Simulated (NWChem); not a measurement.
Species: CH5NOTe; SMILES CO[Te]N

```xyz
9

Te     0.3358    -0.4559    -0.0316
O      0.1372     1.4469     0.5786
C     -0.3601     2.3817    -0.3379
H     -1.4173     2.1944    -0.6098
H     -0.3122     3.3739     0.1419
H      0.2255     2.4265    -1.2760
N     -1.5370    -1.1676     0.0591
H     -2.1897    -0.7847    -0.6190
H     -1.9459    -1.1964     0.9893
```
Atoms are numbered in this order, from 1.

Computed with NWChem. Structure relaxed at the PBE0/def2-SVP level. def2 effective core potentials on Te; no spin-orbit coupling.

For level PBE/def2-SVP:

```yaml
highest occupied level (eV): -4.80
orbital gap (eV): 3.11
```

Task: What are these values for level LRC-wPBEh/def2-SVP?

Result: 
* **highest occupied level (eV)**: -7.84
* **orbital gap (eV)**: 8.67
